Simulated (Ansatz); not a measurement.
A run for Ansatz (a quantum-chemistry and plane-wave program): R-CCSD(T)/cc-pVQZ on BeF2 (SMILES [F][Be][F]).

Ansatz 0.2 input:
```yaml
crystal:
  periodic: [false, false, false]
  atoms:
    - {symbol: F, position_ang: [-0.00000000, 0.00000000, -1.37836250]}
    - {symbol: Be, position_ang: [0.00000000, -0.00000000, 0.00000000]}
    - {symbol: F, position_ang: [-0.00000000, 0.00000000, 1.37836250]}
basis:
  gaussian:
    orbitals: cc-pVQZ
magnetization: {spin_polarized: false}
correlation: {method: ccsd_t, electrons: outside_noble_gas}
accuracy: high
phonons: {}
scf: {lower_state_search: off}
```

Q: Give the final energy of this run.

A: -214.4037 hartree (reference determinant -213.7855, T1 diagnostic 0.012).

Q: How many basis functions does it have, and what does it roughly cost on one machine?

A: 165 functions; around 2.2 core-hours (rough).
